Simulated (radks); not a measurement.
The numbers below are computed, except where a source is named.
All-electron atom: Pt I in [Xe] 4f14 5d9 6s1.

Level of theory: Dirac Kohn-Sham, exchange-only LDA, spin-unpolarised, spherical densities, point nucleus; open shells are shared between the two j in proportion to 2j + 1 (a radial shooting solver on a logarithmic mesh with Libxc functionals).

Energy parts (eV):
total: -501459.45
kinetic: 573992.24
electron-nucleus: -1261713.00
Hartree: 195473.76
exchange: -9212.46

Orbitals (lengths in bohr, moments of r in powers of bohr):
| orbital | occ. | eigenvalue (eV) | <r> |
|---|---|---|---|
| 1s1/2 | 2 | -78248.50 | 0.01716 |
| 2s1/2 | 2 | -13735.25 | 0.07172 |
| 2p1/2 | 2 | -13166.86 | 0.05908 |
| 2p3/2 | 4 | -11439.56 | 0.06751 |
| 3s1/2 | 2 | -3224.381 | 0.1867 |
| 3p1/2 | 2 | -2969.001 | 0.1769 |
| 3p3/2 | 4 | -2589.404 | 0.1924 |
| 3d3/2 | 4 | -2163.213 | 0.1677 |
| 3d5/2 | 6 | -2081.345 | 0.1724 |
| 4s1/2 | 2 | -690.9864 | 0.4152 |
| 4p1/2 | 2 | -582.7319 | 0.4180 |
| 4p3/2 | 4 | -492.0864 | 0.4522 |
| 4d3/2 | 4 | -314.5815 | 0.4620 |
| 4d5/2 | 6 | -297.7295 | 0.4733 |
| 5s1/2 | 2 | -100.6305 | 0.9525 |
| 4f5/2 | 6 | -70.7350 | 0.5129 |
| 4f7/2 | 8 | -67.2805 | 0.5202 |
| 5p1/2 | 2 | -65.9854 | 1.034 |
| 5p3/2 | 4 | -50.8948 | 1.136 |
| 5d3/2 | 3.6 | -5.9972 | 1.662 |
| 6s1/2 | 1 | -4.9665 | 2.964 |
| 5d5/2 | 5.4 | -4.6727 | 1.758 |
| 6p1/2 | 0 | -0.6521 | 4.815 |
| 6p3/2 | 0 | -0.2412 | 6.209 |

The highest occupied level is 5d5/2 at -4.673 eV. Summed over all electrons, <r^2> = 62.65 bohr^2, which gives a Langevin (diamagnetic) susceptibility term of -49.6 x 10^-6 cm^3/mol. The density falls to 0.001 e/bohr^3 at r = 4.40 bohr.
